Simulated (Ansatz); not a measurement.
A made-up structure of LiSiH2Te, doublet:

Li1  (-0.093, 0.159, 1.965)
Te2  (1.613, -1.529, 0.492)
Si3  (-0.071, 0.100, -0.792)
H4  (-0.487, 0.285, -2.027)
H5  (-0.963, 0.985, 0.363)
(Å)

It is relaxed with PBE-D4/def2-SVP and then PBE0-D4/def2-TZVP (Ansatz 0.2.0). Atoms count as bonded within 1.22 times the sum of their covalent radii (H–H: 0.88 Å). The end point is not checked to be a true minimum.

Does its bonding change? (A judgement: the text doesn't fix the answer.)

By the calculation: Yes. Formed: Li1–H5; broken: none.

Where it ends: The first stage lowers the energy by 1.31 eV in 9 steps. It ends as LiSiH₂Te ([H]1[Li]2[Te][SiH]12):
```
5
angstrom
Li -0.2810 -0.0638 1.7623
Te 1.4507 -1.3551 0.4379
Si 0.2545 0.4177 -0.7191
H -0.6886 -0.0058 -1.8014
H -0.7356 1.0070 0.3201
```

Labels in which every atom is bracketed show which atoms are joined, not bond orders.

For scale, one of the runs: PBE0-D4/def2-TZVP relaxation, 113 basis functions, launched by `ansatz run in.yaml --threads 2 --pin off --events-out ev --progress --plain --max-ram 4352MiB`. Hardware: 2 CPU threads of an Intel Xeon 6975P-C, shared host. Wall time about 12 s.
